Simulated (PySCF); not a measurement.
C3H9N, SMILES CCNC.

Coordinates come from a B3LYP-D3(BJ)/def2-SVP optimisation. One conformer was computed; it need not be the lowest.

Two levels are set side by side: PBE/def2-TZVP (PySCF) and B3LYP/def2-TZVP (PySCF). Same geometry, gas phase. Differences are taken from unrounded values.

```csv
quantity,PBE
orbital gap (eV),5.33
highest occupied level (eV),-4.94
lowest empty level (eV),0.39
dipole moment (D),0.81
mean polarisability (bohr³),50.4
```

Problem. These are the PBE values. What does B3LYP give? (Estimate from the structure and the level; the computed values follow.)

Solution. 
| quantity | B3LYP | PBE minus B3LYP |
|---|---|---|
| orbital gap (eV) | 7.00 | -1.68 |
| highest occupied level (eV) | -6.15 | 1.21 |
| lowest empty level (eV) | 0.86 | -0.47 |
| dipole moment (D) | 0.86 | -0.05 |
| mean polarisability (bohr³) | 48.9 | 1.5 |

Without exact exchange PBE keeps part of each electron's self-repulsion, which lifts occupied levels and narrows the gap. PBE's more diffuse valence density responds more strongly to a field. Differences between two approximate levels are no errors against the true value.

Rough cost on one machine, each run with all the roots and properties that it gave: B3LYP against PBE within a factor of 2.
